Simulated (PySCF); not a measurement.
Ca (SMILES [Ca+]), charge +1, doublet. Base run: CAMB3LYP/STO-3G run with PySCF.

Here is a job for PySCF.
```python
from pyscf import gto, scf, dft

mol = gto.Mole()
mol.atom = '''
    Ca    0.000000    0.000000    0.000000
'''
mol.basis = 'sto-3g'
mol.charge = 1
mol.spin = 1
mol.verbose = 4
mol.build()

mf = dft.UKS(mol)
mf.xc = 'camb3lyp'
mf.kernel()
mf.analyze()
```

Variants of this job, named by their change:

```tsv
change	E (Eh)	HOMO (eV)	<S^2>
base	-670.53561	-10.73	0.750
functional = revpbe	-670.42028	-9.00	0.750
functional = b97-1	-670.46644	-9.32	0.750
functional = scan	-670.57425	-9.16	0.750
functional = pw91,pw91	-670.49170	-9.12	0.750
functional = pbe0; dispersion = d3bj	-670.36511	-9.68	0.750
functional = blyp	-670.49218	-9.00	0.750
functional = bhandhlyp	-670.56694	-10.23	0.750
functional = mn15	-669.22516	-9.78	0.750
functional = tpss	-670.53754	-8.97	0.750
functional = b3lyp5	-670.45451	-9.55	0.750
functional = blyp; dispersion = d4	-670.49218	-9.00	0.750
functional = tpssh	-670.54474	-9.22	0.750
```

Totals shift with the method and basis; they matter in differences.

Open shells are given as the SCF converged; they aren't shown to be the lowest states, and a large step between rows can be another state.
